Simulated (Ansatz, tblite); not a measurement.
Spin states of the cluster B₈N⁺, each relaxed with PBE0-D4/def2-SVP in Ansatz. Electronic energies in the gas phase.

The xTB rows come from tblite. B3LYP takes the VWN-RPA correlation. The structure comes from a short search, and lower isomers may exist.

Singlet geometry (Cs within 0.1 Å):

```xyz
9

N     1.4918   -0.0042   -2.0261
B     1.3641    0.8308   -0.9934
B     0.4626   -0.7671   -1.6539
B    -0.1250    1.0235    1.7629
B    -1.3993   -1.2351    0.8292
B    -0.6952   -1.2292   -0.6008
B    -1.1916   -0.1245    1.9275
B     0.7216    1.2819    0.4373
B    -0.6291    0.2238    0.3173
```

Triplet geometry (C2v within 0.1 Å):

Cartesian coordinates in Å:
```
N 0.895 -0.376 2.179
B 1.214 0.561 1.288
B -0.052 -1.050 1.531
B 0.324 1.336 -1.492
B -1.415 -0.877 -1.159
B -1.012 -1.328 0.259
B -0.831 0.349 -2.022
B 1.060 1.309 -0.138
B -0.182 0.076 -0.446
```

Quintet geometry (C2v within 0.1 Å):

| atom | x (Å) | y (Å) | z (Å) |
| --- | --- | --- | --- |
| N1 | -2.1907 | -0.9960 | -0.5638 |
| B2 | -0.9920 | -1.5283 | -0.3319 |
| B3 | -1.7925 | 0.2623 | -0.3850 |
| B4 | 1.8896 | -0.6466 | 0.3737 |
| B5 | 0.7682 | 1.8551 | 0.3114 |
| B6 | -0.7485 | 1.4490 | -0.0646 |
| B7 | 2.0293 | 0.9227 | 0.5230 |
| B8 | 0.5817 | -1.5249 | 0.0204 |
| B9 | 0.4548 | 0.2068 | 0.1168 |

⟨S²⟩: triplet 2.03 at PBE0-D4/def2-TZVP (pure 2.00), quintet 6.03 at PBE0-D4/def2-TZVP (pure 6.00).

Run but left out: MP2/def2-TZVP (triplet: ⟨S²⟩ 2.23, where a pure state has 2.00); MP2/def2-TZVP (quintet: ⟨S²⟩ 6.20, where a pure state has 6.00).

Only these spin states were relaxed. The triplet has other bonds than the singlet, so the gap mixes isomer and spin.

```json
{"level": "GFN1-xTB", "triplet − singlet (kJ/mol)": "32.4", "quintet − singlet (kJ/mol)": "270.9", "lowest of these": "singlet"}
{"level": "GFN2-xTB", "triplet − singlet (kJ/mol)": "26.6", "quintet − singlet (kJ/mol)": "239.0", "lowest of these": "singlet"}
{"level": "PBE-D4/def2-TZVP", "triplet − singlet (kJ/mol)": "5.0", "quintet − singlet (kJ/mol)": "220.7", "lowest of these": "singlet"}
{"level": "r2SCAN-D4/def2-TZVP", "triplet − singlet (kJ/mol)": "-3.3", "quintet − singlet (kJ/mol)": "208.9", "lowest of these": "triplet"}
{"level": "B3LYP-D4/6-31G", "triplet − singlet (kJ/mol)": "16.5", "quintet − singlet (kJ/mol)": "270.5", "lowest of these": "singlet"}
{"level": "PBE0-D4/def2-TZVP", "triplet − singlet (kJ/mol)": "13.2", "quintet − singlet (kJ/mol)": "241.1", "lowest of these": "singlet"}
{"level": "CAM-B3LYP-D4/def2-TZVP", "triplet − singlet (kJ/mol)": "27.0", "quintet − singlet (kJ/mol)": "286.1", "lowest of these": "singlet"}
{"level": "ωB97X-V/def2-TZVP", "triplet − singlet (kJ/mol)": "38.5", "quintet − singlet (kJ/mol)": "306.8", "lowest of these": "singlet"}
```

Change of the quintet − singlet gap on mixing in exact exchange, in kJ/mol: PBE to PBE0 (25 % exact exchange) 20.4.

The xTB methods have no spin-polarisation term.
